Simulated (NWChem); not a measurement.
System: CoCl$_{2}$, quartet; SMILES [Cl][Co][Cl]

Here is an NWChem input.

```
start job
memory heap 200 mb stack 900 mb global 1100 mb
geometry units angstroms
  Co     0.000000     0.000000     0.000000
  Cl     0.000000     0.000000     2.110423
  Cl     0.000000     0.000000    -2.110423
end
basis spherical
  * library 6-31g*
end
dft
  odft
  mult 4
  xc hfexch
  iterations 150
end
driver
  maxiter 120
end
task dft optimize
task dft freq
```

No stability test was run on the SCF state.

The level has its own optimisation; frequencies are unscaled.

Q: Give the results of this calculation. (UHF/6-31G* (spherical d).) Quantities: r Cl–Co (Å); highest harmonic frequency (cm⁻¹); lowest (cm⁻¹); zero-point energy (kcal/mol).

A: 
* **r Cl–Co (Å)**: 2.185
* **highest harmonic frequency (cm⁻¹)**: 485
* **lowest (cm⁻¹)**: 84
* **zero-point energy (kcal/mol)**: 1.4
